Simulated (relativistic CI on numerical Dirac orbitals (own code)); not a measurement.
# Hyperfine structure of Te10+, mass number 123

Method of calculation: Dirac-Coulomb-Breit CI, KLI orbitals optimised for each configuration, model QED, unscaled Slater integrals (own radial code, finite nucleus).

CI space (outside the closed core [Ar] 3d10): 4s2.4p6.4d6, 4s2.4p5.4d7, 4s2.4p6.4d5.4f, 4s2.4p6.4d5.5s, 4s2.4p4.4d8, 4s.4p6.4d7, 4s2.4p6.4d5.5p, 4s2.4p6.4d4.5s2, 4s2.4p6.4d5.5d, 4s2.4p6.4d4.4f.5s, 4p6.4d8, 4s2.4p6.4d4.5p2, 4s2.4p6.4d5.6s, 4s2.4p6.4d5.6d. Levels of other configurations are missing.

Nuclear spin I = 1/2, μ = -0.7358 μN (tables of Stone and Pyykkö). The electronic factors are computed for point nuclear moments, without core polarisation or the Bohr-Weisskopf and QED corrections.

| Level | E (cm⁻¹) | A (MHz) |
| --- | --- | --- |
| 4s2.4p6.4d6 5D_4 | 0.0 | -1845 |
| 4s2.4p6.4d6 5D_3 | 7208.0 | -1267 |
| 4s2.4p6.4d6 5D_2 | 8385.1 | -1525 |
| 4s2.4p6.4d6 5D_1 | 11485.3 | -1334 |
| 4s2.4p6.4d6 3P_2 | 30902.0 | -991.4 |
| 4s2.4p6.4d6 3H_5 | 36340.2 | -2855 |
| 4s2.4p6.4d6 3H_6 | 36619.5 | -3051 |
| 4s2.4p6.4d6 3F_3 | 39222.3 | -3330 |

Levels with J = 0, under 50 % of one LS term, or S terms without an open s electron are left out. Small factors come from cancelling terms and can be off by tens of per cent or more.

At this charge energies of transitions that change n are usually good to better than 1 %, and those within a shell (Δn = 0) to a few per cent. Terms inside the open d or f shell come out 10 to 20 % too wide with unscaled integrals. Levels and lines within the n = 5 or 6 shells can be off by up to 10 % or somewhat more, and those that change n by about 2 %, since core polarisation is missing.

Task: Give the hyperfine levels of 4s2.4p6.4d6 5D_4 relative to its centre of gravity.

Result: With K = F(F + 1) − I(I + 1) − J(J + 1), E = AK/2: F = 7/2: 4613, F = 9/2: -3690 MHz.

LS names give the leading component of a level, which can be under half, so a name can repeat, a term be missing and a line seem to break the LS rules.
